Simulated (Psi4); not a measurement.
HSZn, charge +1, singlet, geometry from GFN2-xTB (such geometries of metal compounds can be far from the true shape). Base run: B3LYP/6-31G* run with Psi4.

Geometry (Å):
```xyz
3

Zn    -0.3613    -0.6514    -0.2644
S      0.5863     1.1863     0.4183
H      1.4597     0.5613     1.2400
```
Charge +1, spin multiplicity 1.
All else is at Psi4's defaults (density fitting, Cartesian functions).

Variants of this job, named by their change:

```csv
change,basis functions,E (Eh)
base,60,-2177.59676
basis = cc-pVDZ-DK; relativity = spin-free X2C (with scf_type pk),66,-2195.57277
basis = cc-pVTZ-DK; relativity = none (with scf_type pk),116,-2168.65639
basis = cc-pVDZ-DK; relativity = none (with scf_type pk),66,-2168.62735
basis = cc-pVTZ-DK; relativity = spin-free X2C (with scf_type pk),116,-2195.59706
```

Total energies compare only within one method and basis.

Basis sets contracted for a relativistic Hamiltonian are a mismatch without it, so the rows without relativity aren't non-relativistic limits. No row has spin-orbit coupling; sets with core potentials leave out the core electrons.
